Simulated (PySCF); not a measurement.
Species: C6H8Si2.
Atom-mapped SMILES: `[CH:1]#[C:2][C:3]1=[CH:4][SiH2:5][CH:6]=[CH:7][SiH2:8]1` (hydrogens: H9 on C1; H10 on C4; H11, H12 on Si5; H13 on C6; H14 on C7; H15, H16 on Si8)

The same species was optimised twice, with GFN2-xTB and with PBE0-D3(BJ)/def2-SVP (PySCF), and the same property calculations (PySCF, gas phase) were run on both structures.

```csv
coordinate,GFN2-xTB,PBE0-D3(BJ)/def2-SVP,change
C6=C7 (Å),1.331,1.346,+0.015
C2–C3 (Å),1.410,1.425,+0.015
C3=C4 (Å),1.343,1.357,+0.014
C1≡C2 (Å),1.202,1.215,+0.013
Si5–C6 (Å),1.881,1.871,-0.010
C7–Si8 (Å),1.879,1.872,-0.007
C4–Si5 (Å),1.874,1.870,-0.004
C3–Si8 (Å),1.895,1.892,-0.003
C1–C2–C3 (°),178.9,176.7,-2.2
C2–C3–C4 (°),120.3,121.9,+1.6
C4–C3–Si8 (°),124.6,123.4,-1.2
C3–Si8–C7 (°),109.5,110.5,+1.0
C4–Si5–C6 (°),109.8,110.5,+0.7
Si5–C6–C7 (°),125.1,124.6,-0.5
C2–C3–Si8 (°),115.1,114.7,-0.4
C6–C7–Si8 (°),125.6,125.3,-0.3
```

Rotational constants: A = 2419, B = 1091, C = 765.3 MHz (GFN2-xTB) against A = 2443, B = 1074, C = 758.8 MHz (PBE0-D3(BJ)/def2-SVP).

On the GFN2-xTB structure: lowest singlet, TDDFT (eV) 4.75 [PBE0/def2-SVPD]; isotropic polarisability (au) 122.2 [PBE0/def2-SVPD]; HOMO (eV) -7.27 [PBE0/def2-SVPD]; LUMO (eV) -1.51 [PBE0/def2-SVPD]; dipole (D) 0.49 [PBE0/def2-SVPD].

Task: What do these properties become on the PBE0-D3(BJ)/def2-SVP structure?

Result: 
```json
{"property": "lowest singlet, TDDFT (eV)", "level": "PBE0/def2-SVPD", "on GFN2-xTB": "4.75", "on PBE0-D3(BJ)/def2-SVP": "4.65", "change": "-0.10"}
{"property": "isotropic polarisability (au)", "level": "PBE0/def2-SVPD", "on GFN2-xTB": "122.2", "on PBE0-D3(BJ)/def2-SVP": "125.1", "change": "+2.9"}
{"property": "HOMO (eV)", "level": "PBE0/def2-SVPD", "on GFN2-xTB": "-7.27", "on PBE0-D3(BJ)/def2-SVP": "-7.28", "change": "-0.01"}
{"property": "LUMO (eV)", "level": "PBE0/def2-SVPD", "on GFN2-xTB": "-1.51", "on PBE0-D3(BJ)/def2-SVP": "-1.62", "change": "-0.11"}
{"property": "dipole (D)", "level": "PBE0/def2-SVPD", "on GFN2-xTB": "0.49", "on PBE0-D3(BJ)/def2-SVP": "0.47", "change": "-0.02"}
{"property": "energy, GFN2-xTB geometry as zero (kcal/mol)", "level": "PBE0/def2-SVPD", "on GFN2-xTB": "0.0", "on PBE0-D3(BJ)/def2-SVP": "-1.8", "change": "-1.8"}
```

The heavy atoms differ by 0.030 Å rms after alignment. Among bonds between heavy atoms C2–C3, C3=C4 and C6=C7 change most and about equally (+0.014 to +0.015 Å). Changes are differences of the printed values. Neither structure is proved a minimum here.
